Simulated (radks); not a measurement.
Question: These are the eigenvalues of the occupied orbitals of an atom or ion with whole-number occupations (hartree). Method: non-relativistic Kohn-Sham, PBE, spin-polarised, spherical densities, point nucleus; computed with a radial shooting solver on a logarithmic mesh with Libxc functionals.

1s up: -573.9639
1s down: -573.9634
2s up: -76.81996
2s down: -76.81960
2p up: -70.00840
2p down: -70.00804
3s up: -12.04008
3s down: -12.03941
3p up: -9.54733
3p down: -9.54663
3d up: -5.03681
3d down: -5.03605
4s up: -1.68504
4s down: -1.68145
4p up: -1.07240
4p down: -1.06717
5s up: -0.31416

Which element is it, and in what charge state? The configuration may be excited. Open shells, if any, are filled with parallel spins first.

Answer: Z = 38, strontium, charge +1: Sr+ in [Kr] 5s1. The list shows which subshells hold electrons but not how many an open one holds; the 1s level, -573.96 hartree, gives Z - s = 33.9 by -(Z - s)^2/2, which with screening narrows Z to a few neighbours, and the depths of the outer levels then fix element, charge and occupations together.
